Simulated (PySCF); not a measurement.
C3H8BNO.

```xyz
14

C      2.2154     0.0934     1.1994
C      1.2674    -0.7161     0.6866
C      0.5667    -0.5369    -0.6241
B     -0.8850     0.1254    -0.4853
N     -1.1774     0.9354     0.6374
O     -1.7827    -0.1231    -1.5073
H      2.6021     0.9562     0.6300
H      2.6521    -0.0859     2.1944
H      0.9221    -1.5670     1.3044
H      1.1590     0.1211    -1.2991
H      0.4480    -1.5061    -1.1539
H     -0.4672     1.0835     1.3563
H     -2.0514     1.4325     0.8044
H     -2.6334     0.3330    -1.3854
```
Charge 0, spin multiplicity 1.

The structure is a stationary point at PBE-D3(BJ)/def2-SVP. One conformer was computed; it need not be the lowest.

All values below come from PBE/pcSseg-1 (PySCF). Non-relativistic, no solvent.

Q: Give the absolute GIAO shielding of each atom: isotropic value and principal components (ppm). (The exact figures need the calculation; the answer reports its results.)

A: 
```
atom  σ(iso)    σ11    σ22    σ33   span
----  ------  -----  -----  -----  -----
C1      61.3  -45.5   83.6  145.7  191.2
C2      29.5  -92.5   27.9  153.1  245.7
C3     150.6  131.7  147.4  172.8   41.1
B4      66.1   42.7   59.0   96.7   54.0
N5     181.0  123.6  194.9  224.5  100.9
O6     216.9  133.8  238.7  278.4  144.6
H7      26.0   22.5   25.6   29.8    7.2
H8      25.9   23.0   25.3   29.5    6.6
H9      24.9   22.4   25.0   27.3    4.8
H10     29.2   26.1   28.6   33.1    7.0
H11     29.1   25.4   28.5   33.6    8.2
H12     27.9   20.9   28.5   34.4   13.5
H13     28.9   24.6   25.0   37.2   12.7
H14     28.0   22.4   24.7   37.0   14.7
```
